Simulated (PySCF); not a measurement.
C2H11AlAsN.
SMILES with atom numbers: `[H][As+:5]([H])([H])[Al@@H-:3]([NH:2][CH3:1])[CH3:4]` (hydrogens: H6, H7, H8 on C1; H9 on N2; H10 on Al3; H11, H12, H13 on C4; H14, H15, H16 on As5)

Method: PySCF, PBE0-D3(BJ)/def2-SVP geometry optimisation, gas phase.

**Question.** What internal coordinates does the optimisation give?

**Answer.** 
| bond | length (Å) |
| --- | --- |
| C1–N2 | 1.441 |
| N2–Al3 | 1.807 |
| Al3–C4 | 1.963 |
| Al3–As5 | 2.749 |
| C1–H6, C1–H7, C1–H8 | 1.106 |
| N2–H9 | 1.016 |
| Al3–H10 | 1.597 |
| C4–H11, C4–H12, C4–H13 | 1.103 |
| As5–H14 | 1.524 |
| As5–H15 | 1.513 |
| As5–H16 | 1.514 |

Bonds in one row agree within 0.01 Å and their mean is given. A selection of angles:
| angle | degrees |
| --- | --- |
| N2–C1–H6 | 113.5 |
| N2–C1–H7 | 110.2 |
| H6–C1–H7 | 106.5 |
| H7–C1–H8 | 106.2 |
| C1–N2–Al3 | 129.2 |
| C1–N2–H9 | 112.0 |
| Al3–N2–H9 | 118.7 |
| N2–Al3–C4 | 119.2 |
| N2–Al3–As5 | 86.3 |
| N2–Al3–H10 | 114.4 |
| C4–Al3–As5 | 100.3 |
| C4–Al3–H10 | 123.7 |
| As5–Al3–H10 | 99.3 |
| Al3–C4–H11 | 111.6 |
| Al3–C4–H13 | 112.9 |
| H11–C4–H12 | 106.8 |
| Al3–As5–H14 | 143.2 |
| Al3–As5–H15 | 109.4 |
| Al3–As5–H16 | 107.6 |
| H14–As5–H15 | 95.9 |
| H14–As5–H16 | 95.6 |
| H15–As5–H16 | 95.7 |

Dihedral angles: C1–N2–Al3–C4 -12° (synperiplanar).

Al3 (aluminium bonded to As, C, N and H) has angles from 86.3° to 123.7°. As5 (arsenic bonded to Al and 3 H) has angles from 95.6° to 143.2°. N2 (nitrogen bonded to Al, C and H) is planar (angles 129.2°, 118.7° and 112.0°, sum 360.0°, 0.02 Å off the plane of its three neighbours).

Point group: C1 (no symmetry element, even within 0.4 Å). No frequency check. The numbers are those of one conformer (C1–N2–Al3–C4 -12°, N2–Al3–As5–H -176° and 54° and -49°).
